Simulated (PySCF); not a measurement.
How the method moves the HOMO and LUMO of `[SiH3]S[SiH](P)P`

H8P2SSi2.
Geometry (PBE0-D3(BJ)/def2-SVP, Å), atoms numbered from 1 in this order:
```
atom  x, y, z in Å
Si1   -1.680   -1.342   -0.576
S2    -0.438   -0.210   -1.924
Si3    1.062    0.541   -0.570
P4     0.419    2.268    0.743
P5     1.710   -1.106    0.846
H6    -2.962   -1.559   -1.304
H7    -1.932   -0.577    0.681
H8    -1.065   -2.657   -0.235
H9     2.149    1.036   -1.465
H10   -0.761    1.600    1.190
H11   -0.246    2.941   -0.327
H12    2.844   -0.364    1.301
H13    2.436   -1.814   -0.159
```

Basis pcSseg-1 throughout (PySCF), one geometry. One conformer (not necessarily the lowest) at the PBE0-D3(BJ)/def2-SVP geometry, without solvent, vibrations or thermal averaging.

Task: How do the orbital energies, the gap and the dipole change with the method?

Result: 
| method | kind | HOMO (eV) | LUMO (eV) | gap (eV) | μ (D) | SCF cycles |
| --- | --- | --- | --- | --- | --- | --- |
| BLYP | GGA | -5.90 | -1.01 | 4.89 | 0.46 | 12 |
| B97-D | GGA | -6.07 | -1.06 | 5.00 | 0.47 | 12 |
| PBE | GGA | -6.11 | -1.23 | 4.88 | 0.43 | 13 |
| OPBE | GGA | -6.15 | -1.12 | 5.03 | 0.42 | 13 |
| KT3 | GGA | -6.16 | -1.18 | 4.98 | 0.47 | 13 |
| KT2 | GGA | -6.17 | -1.32 | 4.84 | 0.46 | 13 |
| LDA | LDA | -6.20 | -1.46 | 4.75 | 0.43 | 12 |
| BP86 | GGA | -6.22 | -1.31 | 4.91 | 0.44 | 12 |
| B3LYP | global hybrid | -6.96 | -0.53 | 6.43 | 0.49 | 11 |
| B97-2 | global hybrid | -7.00 | -0.40 | 6.60 | 0.48 | 12 |
| PBE0 | global hybrid | -7.23 | -0.42 | 6.81 | 0.47 | 12 |
| mPW1PW91 | global hybrid | -7.25 | -0.41 | 6.84 | 0.48 | 12 |
| BHandHLYP | global hybrid | -8.16 | 0.57 | 8.73 | 0.54 | 11 |
| CAM-B3LYP | range-separated hybrid | -8.41 | 0.70 | 9.11 | 0.51 | 11 |
| wB97X-D | range-separated hybrid | -9.01 | 1.29 | 10.30 | 0.50 | 12 |
| HF | Hartree–Fock | -9.69 | 2.88 | 12.57 | 0.59 | 10 |
| LC-wPBE | range-separated hybrid | -9.78 | 1.70 | 11.48 | 0.50 | 12 |

The HOMO spans 3.88 eV, from BLYP down to LC-wPBE, and the gap runs from 4.75 eV (LDA) to 12.57 eV (HF). Over the methods BLYP (0 %), B97-D (0 %), PBE (0 %), OPBE (0 %), KT3 (0 %), KT2 (0 %), LDA (0 %), BP86 (0 %), B3LYP (20 %), B97-2 (21 %), PBE0 (25 %), mPW1PW91 (25 %), BHandHLYP (50 %), HF (100 %), a straight line through the gap against the share of exact exchange rises by 0.77 eV for each 10 % (correlation coefficient 0.999). The dipole ranges from 0.42 D (OPBE) to 0.59 D (HF). This basis has no diffuse functions.
